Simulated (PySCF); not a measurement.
A PySCF script (with the pyscf-properties extension) for the NMR shieldings of `C1=CC2C=CP1(=N[SiH3])C=C2`, C7H10NPSi, on a PBE0-D3(BJ)/def2-SVP geometry:

```python
import basis_set_exchange as bse
import numpy as np
from pyscf import gto, dft
from pyscf.prop import nmr

atoms = """
Si    3.528029    0.275257   -0.147540
N     1.949341    0.890173   -0.031164
P     0.490202    0.377406    0.003646
C    -0.213525   -0.636508   -1.355414
C    -1.506013   -0.913064   -1.184121
C    -2.189700   -0.375907    0.076030
C    -2.042146    1.149048    0.079107
C    -0.809568    1.654030    0.046731
C    -1.436391   -0.924371    1.291081
C    -0.136217   -0.649179    1.391062
H     3.752549   -0.554643   -1.384035
H     3.911211   -0.605056    1.011966
H     4.518507    1.395491   -0.188944
H     0.393932   -0.951544   -2.206251
H    -2.098562   -1.498157   -1.893616
H    -3.245890   -0.666991    0.104312
H    -2.946301    1.763493    0.107878
H    -0.548765    2.714008    0.044700
H    -1.988717   -1.514556    2.028240
H     0.519141   -0.969802    2.203498
"""
names = dict.fromkeys(["Si", "N", "P", "C", "H"], "pcSseg-1")
basis = {el: gto.basis.parse(bse.get_basis(n, elements=[el], fmt="nwchem")) for el, n in names.items()}
mol = gto.M(atom=atoms, basis=basis, charge=0, verbose=0)
mf = dft.RKS(mol, xc="PBE0")
mf.grids.level = 2
mf.grids.alignment = dft.numint.BLKSIZE   # the property module wants whole blocks of grid points
mf.conv_tol = 1e-9
mf.kernel()

calc = nmr.RKS(mf)   # GIAO
C = mf.mo_coeff
Co = C[:, mf.mo_occ > 0]
resp = mf.gen_response(singlet=True, hermi=2)
def vind(x):   # induced exchange potential for any number of trial vectors
    d = np.einsum("pi,xij,qj->xpq", C, 2 * x.reshape(-1, C.shape[1], Co.shape[1]), Co, optimize=True)
    return np.einsum("xpq,pi,qj->xij", resp(d - d.transpose(0, 2, 1)), C, Co, optimize=True).ravel()
mo1, _ = nmr.rhf.solve_mo1(calc, with_cphf=vind)
sigma = calc.kernel(mo1)
for i, s in enumerate(sigma):   # ppm
    w = np.linalg.eigvalsh((s + s.T) / 2)
    print("%2d %-2s iso %8.1f  s11 %8.1f  s22 %8.1f  s33 %8.1f" % (i, mol.atom_pure_symbol(i), w.mean(), *w))
```

Question: What does it print?

Answer: 
```
 0 Si iso    422.1  s11    380.3  s22    392.8  s33    493.3
 1 N  iso    261.6  s11    177.7  s22    302.4  s33    304.6
 2 P  iso    352.6  s11    287.1  s22    304.9  s33    465.8
 3 C  iso     38.6  s11    -74.4  s22     40.0  s33    150.2
 4 C  iso     24.3  s11   -111.6  s22     30.2  s33    154.2
 5 C  iso    133.7  s11     97.4  s22    151.3  s33    152.5
 6 C  iso     25.4  s11   -110.2  s22     29.8  s33    156.6
 7 C  iso     37.5  s11    -73.3  s22     42.0  s33    143.7
 8 C  iso     24.4  s11   -111.4  s22     30.4  s33    154.1
 9 C  iso     38.0  s11    -74.4  s22     39.8  s33    148.5
10 H  iso     26.2  s11     22.5  s22     24.6  s33     31.4
11 H  iso     26.2  s11     22.5  s22     24.6  s33     31.5
12 H  iso     26.3  s11     23.0  s22     24.4  s33     31.7
13 H  iso     24.1  s11     22.1  s22     23.6  s33     26.7
14 H  iso     23.8  s11     22.3  s22     22.6  s33     26.5
15 H  iso     26.9  s11     24.8  s22     25.0  s33     31.1
16 H  iso     23.8  s11     22.3  s22     22.7  s33     26.5
17 H  iso     24.2  s11     22.4  s22     23.7  s33     26.4
18 H  iso     23.8  s11     22.3  s22     22.6  s33     26.5
19 H  iso     24.2  s11     22.1  s22     23.8  s33     26.6
```

These numbers come from an equivalent density-fitted implementation of the same equations, which agrees with the script to about 0.01 ppm for H and up to a few tenths of a ppm for heavy atoms, so last digits may differ.

Question: Turn these shieldings into chemical shifts. δ = σ(ref) − σ, references computed at the same level: TMS for 29Si (σ = 351.99 ppm), 13C (σ = 184.41 ppm), 1H (σ = 31.27 ppm); 15N (σ = 265.67 ppm) against NH3; 31P (σ = 310.13 ppm) against H3PO4.

Answer: Averaging equivalent atoms: Si 0: -70.1; N 1: 4.1; P 2: -42.5; C 4/6/8: 159.7; C 3/7/9: 146.4; C 5: 50.7; H 14/16/18: 7.47; H 13/17/19: 7.10; H 10/11/12: 5.02; H 15: 4.33 ppm. Experimental scales use liquid or dissolved standards, which lie at an offset from isolated NH3 (liquid NH3: subtract about 20 ppm) and H3PO4.

Size and cost of the density-fitted run: 234 basis functions, 75 s wall time on 1 thread of an Intel Xeon Platinum 8375C, shared host; peak memory 1.1 GiB.
